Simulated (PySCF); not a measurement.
**Ionisation energy of Pm⁵¹⁺ by level of theory**

Pm⁵¹⁺ [Ne] (1S) → Pm⁵²⁺ [He] 2s2 2p5 (2P), as a difference of total energies. Computed with PySCF 2.14 in an uncontracted even-tempered set (19 s from 28 bohr⁻², ratio 2.2; 13 p from 36 bohr⁻², ratio 2.2; 5 d from 150 bohr⁻², ratio 2.4; 5 f from 220 bohr⁻², ratio 2.4; 4 g from 330 bohr⁻², ratio 2.4), with scalar relativity by spin-free X2C-1e. Correlated levels: nothing frozen; virtual orbitals above 40 to 60 times the deepest correlated orbital energy dropped. The calculations carry no spin-orbit coupling.

```tsv
method	ionisation energy (eV)
UHF	10307.8
LDA	10303.1
PBE	10304.1
PBE0	10305.5
r2SCAN	10309.0
M06-2X	10306.7
B2PLYP	10307.4
MP2 (all electrons)	10309.6
SCS-MP2 (all electrons)	10309.4
```

A first-order spin-orbit estimate (lowest level to lowest level, LS coupling) adds -183.4 eV.

For this ion Breit and QED terms and the two-electron picture change, all absent here, outweigh the differences among the correlated methods.

For comparison: 10115 ± 4 eV (theoretical estimate listed by NIST; NIST Atomic Spectra Database, ionization energies).
